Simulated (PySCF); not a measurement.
A structure optimised at PBE-D3(BJ)/def2-SVP, used in a PySCF frequency run:

```
C
O 1 1.2132
O 1 1.3752 2 125.16
C 3 1.3872 1 124.17 2 -0.03
C 4 1.3440 3 129.35 1 -0.01
H 5 1.0950 4 123.31 3 0.01
H 5 1.1001 6 119.49 4 -180.00
H 4 1.1012 5 122.50 6 -179.99
Si 1 1.9373 2 123.06 6 -179.89
H 9 1.5004 1 112.63 2 -179.59
H 9 1.5007 10 110.53 1 -119.28
H 9 1.5008 10 110.51 11 -121.48
```

Question: Write its SMILES and formula.

Answer: C=COC(=O)[SiH3], C3H6O2Si

Question: What are its rotational constants (standard atomic weights)?

Answer: 7.7212, 1.5801, 1.3326 GHz
